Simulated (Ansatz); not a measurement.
ZrS2, relaxed as a singlet with RKS B3LYP-D4/def2-TZVP in Ansatz, starting from the GFN1-xTB geometry. Force threshold 0.02 eV/Å.

In the def2 sets Zr takes a core potential; there is no spin–orbit coupling. The restricted singlet is unstable towards broken spin symmetry at other levels; at B3LYP-D4/def2-TZVP this wasn't settled. At B3LYP-D4/def2-TZVP a triplet of charge 0 lies 0.10 eV below the restricted singlet, each at its own geometry. The structure comes from a short search, and lower isomers may exist.

Start:

```xyz
3

Zr    1.2108    0.4736   -0.5227
S    -1.0208   -0.2891   -0.7511
S    -0.1900   -0.1845    1.2739
```

(1) Estimate the energy that the relaxation releases and the steps that it takes.

(2) Does the start keep its bonding and symmetry?

(3) Predict the relaxed structure.

Answers

(1) 5.6 kJ/mol, in 4 steps; 3.5 s on 4 threads of Arm Neoverse V2 on a shared host. No frequencies were taken in this run, so the end may be a saddle point.

(2) By distances, no bond broke or formed. The bond that changes most is S2–S3, from 2.19 to 2.09 Å (atoms count from 1). Point group C2v at the start, C2v at the end, both within 0.05 Å.

(3) 
```xyz
3

Zr    1.220    0.477   -0.526
S    -1.007   -0.289   -0.704
S    -0.213   -0.188    1.230
```
Bond lengths: 2 × S–Zr 2.36 Å; 1 × S–S 2.09 Å.
